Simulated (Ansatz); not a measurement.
Two isomers of C2H5ClF2Si: A = `F[C@@H]([SiH3])[C@@H](F)Cl`, B = `FC(F)(Cl)C[SiH3]`.

Program: Ansatz. Geometries: PBE0-D4/def2-TZVP. ΔE: electronic, gas phase. CBS: MP2 limit from def2 TZ/QZ plus the TZ coupled-cluster correction, frozen cores. DFT in def2-TZVPP. B3LYP here is the variant with VWN-RPA as its local correlation; programs differ in this. Each species was taken in one conformer, which may not be the lowest.

A:

Z-matrix (Å, degrees):
```
C
Si 1 1.915
C 1 1.506 2 112.9
F 1 1.383 2 108.3 3 123.1
H 1 1.097 2 109.6 3 -119.4
H 2 1.486 1 108.0 3 52.0
H 2 1.483 1 107.4 3 170.3
H 2 1.480 1 110.0 3 -69.1
F 3 1.362 1 111.0 2 53.3
Cl 3 1.774 1 112.0 2 174.8
H 3 1.093 1 109.9 2 -66.7
```

B:

```xyz
11

F    -0.1877   -1.0265   -1.7264
C    -0.5955    0.1481   -1.2153
F     0.2448    1.0879   -1.6822
Cl   -2.2112    0.4928   -1.8917
C    -0.5982    0.1173    0.2844
Si    1.0877   -0.2464    1.0727
H    -1.3147   -0.6401    0.6096
H    -0.9601    1.0824    0.6455
H     1.5805   -1.5824    0.6594
H     0.8800   -0.2287    2.5433
H     2.0746    0.7957    0.7005
```

Which is lower in electronic energy at CCSD(T)/CBS, and by how much? (Estimate.)

Ansatz gave: B, by 67.9 kJ/mol.

Give E(B) − E(A) in kJ/mol with HF/def2-TZVPP, r2SCAN-D4, CCSD/def2-TZVPP, CCSD(T)/def2-TZVPP, MP2/def2-TZVPP, B3LYP-D4, B2PLYP. (Best estimate.)

Computed: HF/def2-TZVPP -67.4, r2SCAN-D4 -74.6, CCSD/def2-TZVPP -68.9, CCSD(T)/def2-TZVPP -70.0, MP2/def2-TZVPP -73.9, B3LYP-D4 -64.1, B2PLYP -67.3. None reverses the order clearly.

Largest T1 diagnostic: 0.012.
